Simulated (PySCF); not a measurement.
Al(H)(Me)(NH2) (CH6AlN), SMILES [AlH]([NH2])[CH3]. Atoms are numbered in the order given.

```xyz
9

Al    -0.5088     0.0694     0.0000
H     -2.0793     0.2521     0.0000
C      0.3797    -1.6703     0.0000
H      0.0927    -2.2595     0.8762
H      1.4688    -1.5861     0.0000
H      0.0927    -2.2595    -0.8762
N      0.4595     1.5556     0.0000
H      1.4671     1.5951     0.0000
H      0.0773     2.4887     0.0000
```

Geometry optimised at B3LYP-D3(BJ)/def2-TZVP. One conformer was computed; it need not be the lowest.

Calculation: KT2/pcSseg-1 (PySCF).

GIAO shieldings, no solvent; atoms listed in one row are averaged. δ = σ(ref) − σ: ¹H against TMS (σ = 31.47 ppm); ¹³C against TMS (σ = 185.1 ppm); ¹⁵N against NH3 (σ = 266.2 ppm), references at their B3LYP-D3(BJ)/def2-TZVP geometries, non-relativistic.

Computed chemical shifts:
```csv
nucleus,atoms,count,δ (ppm)
¹H,H2,1,4.81
¹H,H9,1,2.02
¹H,H8,1,1.92
¹H,"H4, H5, H6",3,-0.41
¹³C,C3,1,-11.1
¹⁵N,N7,1,61.2
```
